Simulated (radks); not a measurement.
Question: The dysprosium ion Dy52+, configuration [Ne] 3s2 3p2. Calculated with a radial shooting solver on a logarithmic mesh with Libxc functionals: non-relativistic Kohn-Sham, TPSS, spin-polarised, spherical densities, point nucleus; open shells are filled with parallel spins first (spin-orbit coupling, left out, can overturn this in heavy ions); meta-GGA in the generalised Kohn-Sham scheme; relativity is left out, which matters for an element this heavy. Some entries of the table are withheld. Estimate them.

| orbital | occ. | eigenvalue (eV) | r(max) (bohr) | <r^2> (bohr^2) |
|---|---|---|---|---|
| 1s up | 1 | -54003.47 | 0.01523 | 0.0007047 |
| 1s down | 1 | -53997.08 | 0.01523 | 0.0007046 |
| 2s up | 1 | -11626.86 | 0.08272 | 0.01083 |
| 2s down | 1 | -11622.85 | 0.08273 | 0.01081 |
| 2p up | 3 | -11294.16 | 0.06431 | (1) |
| 2p down | 3 | -11287.58 | 0.06435 | (2) |
| 3s up | 1 | -4766.876 | 0.2168 | 0.05861 |
| 3s down | 1 | -4741.529 | 0.2171 | 0.05882 |
| 3p up | 2 | -4642.440 | 0.2033 | 0.05319 |
| 3p down | 0 | -4617.035 | 0.2035 | 0.05334 |

Answer: 
(1) 2p up <r^2> (bohr^2): 0.008019
(2) 2p down <r^2> (bohr^2): 0.008015
